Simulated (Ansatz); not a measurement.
Geometry optimisation, Ansatz, RKS PBE/6-31G.

input.yaml

```yaml
crystal:
  periodic: [false, false, false]
  atoms:
    - { symbol: B, position_ang: [-0.7799, 0.4048, -0.5455] }
    - { symbol: C, position_ang: [0.1497, 0.3493, 0.5881] }
    - { symbol: C, position_ang: [0.6516, -0.7664, 0.042] }
    - { symbol: O, position_ang: [-0.1196, -0.7469, -1.056] }
    - { symbol: H, position_ang: [-1.701, 1.1598, -0.9152] }
    - { symbol: H, position_ang: [0.3488, 0.957, 1.4733] }
    - { symbol: H, position_ang: [1.5117, -1.4255, 0.3676] }
basis:
  gaussian: { orbitals: "6-31G" }
hamiltonian:
  xc: pbe
relax:
  f_tol: 0.02
  max_steps: 40
scf:
  lower_state_search: "off"
```

Command:

```bash
$ ansatz run input.yaml --threads 1 --pin off --max-ram 2048MiB --backend cpu --events-out ev --progress --plain --runs-dir out
```

Q: Where does it end, and by what steps?

A: The forces met the threshold. Limits of this set-up: no polarisation functions. After 8 steps the energy has fallen by 1.110 eV; H5 moved furthest, 0.19 Å.

| step | energy less start (eV) | largest force component (eV/Å) | accepted |
| --- | --- | --- | --- |
| 0 | 0.0000 | 7.143 | yes |
| 1 | -0.8644 | 2.571 | yes |
| 2 | -0.8083 | 1.562 | no |
| 3 | -1.0761 | 0.452 | yes |
| 4 | -1.0847 | 0.468 | yes |
| 5 | -1.0970 | 0.615 | yes |
| 6 | -1.1080 | 0.143 | yes |
| 7 | -1.1095 | 0.032 | yes |
| 8 | -1.1097 | 0.014 | yes |

```xyz
7
Properties=species:S:1:pos:R:3
B -0.796 0.429 -0.561
C 0.178 0.425 0.699
C 0.682 -0.685 0.117
O -0.197 -0.775 -1.118
H -1.695 1.041 -1.058
H 0.438 0.944 1.616
H 1.451 -1.446 0.259
```

Whether the end is a true minimum wasn't checked by a vibrational analysis.

Run time: 9.9 s on 1 thread of Intel(R) Xeon(R) Platinum 8375C CPU @ 2.90GHz (Ice Lake), with other jobs on the host, peak memory 0.13 GiB.
